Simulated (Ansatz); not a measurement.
The same molecule with X = C, Si, Sn. Ansatz, PBE0-D4/def2-TZVP geometries, multiplicity 1.

Elements past krypton have def2 core potentials. Scalar relativity is left out up to krypton.

| X | molecule | mean X–Se bond length / Å | size of the dipole moment (B3LYP/def2-TZVPP) / D | LUMO energy (ωB97M-V/def2-TZVPP) / eV | ideal-gas entropy at 298 K and 1 bar (rigid rotor, harmonic PBE0-D4/def2-TZVP) / J/(mol·K) |
| --- | --- | --- | --- | --- | --- |
| Si | `[Si][Se]` | 2.062 | 1.48 | -0.49 | 235 |
| Sn | `[Se][Sn]` | 2.325 | 3.06 | -0.85 | 255 |

Q: Give the row for X = C, `[C][Se]`. (Best estimate.)

A: Computed: 
| X | molecule | mean X–Se bond length / Å | size of the dipole moment (B3LYP/def2-TZVPP) / D | LUMO energy (ωB97M-V/def2-TZVPP) / eV | ideal-gas entropy at 298 K and 1 bar (rigid rotor, harmonic PBE0-D4/def2-TZVP) / J/(mol·K) |
| --- | --- | --- | --- | --- | --- |
| C | `[C][Se]` | 1.671 | 2.13 | -0.29 | 223 |

From C to Sn the mean X–Se bond length rises at each step, by 0.654 Å in all; the LUMO energy (ωB97M-V/def2-TZVPP) falls at each step, by 0.56 eV in all; the ideal-gas entropy at 298 K and 1 bar (rigid rotor, harmonic PBE0-D4/def2-TZVP) rises at each step, by 32 J/(mol·K) in all. Bonds lengthen as the atom grows down the group. Dipoles are sizes alone, and their direction can turn along the series.

B3LYP here is the variant with VWN-RPA as its local correlation; programs differ in this.
